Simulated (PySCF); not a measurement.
Molecule: `C[Si](C)(C)O`, C3H10OSi.

Structure with atom numbers: `[CH3:1][Si:2]([CH3:3])([CH3:4])[OH:5]` (H(Xn): hydrogen on atom n).

Geometry PBE0-D3(BJ)/def2-SVP throughout; GIAO in PySCF 2.14, gas phase, one conformer, non-relativistic; equivalent atoms averaged; functional PBE0.

For orientation, pcSseg-1 gives these absolute shieldings σ: C1/C3/C4 183.2, Si2 330.4, O5 289.0, H(C1)/H(C3)/H(C4) 31.21, H(O5) 30.85 ppm.

A run gave: C1/C3/C4 197.7, Si2 412.5, O5 310.5, H(C1)/H(C3)/H(C4) 32.54, H(O5) 33.12 ppm (absolute shieldings σ).

Which basis set was used in that run?
A. cc-pVTZ
B. 6-31G
C. 6-311+G(2d,p)
D. STO-3G

Answers

B. Si2 tells them apart best: 6-31G gives 412.5, 6-311+G(2d,p) gives 322.5, STO-3G gives 504.4, cc-pVTZ gives 337.7 ppm.
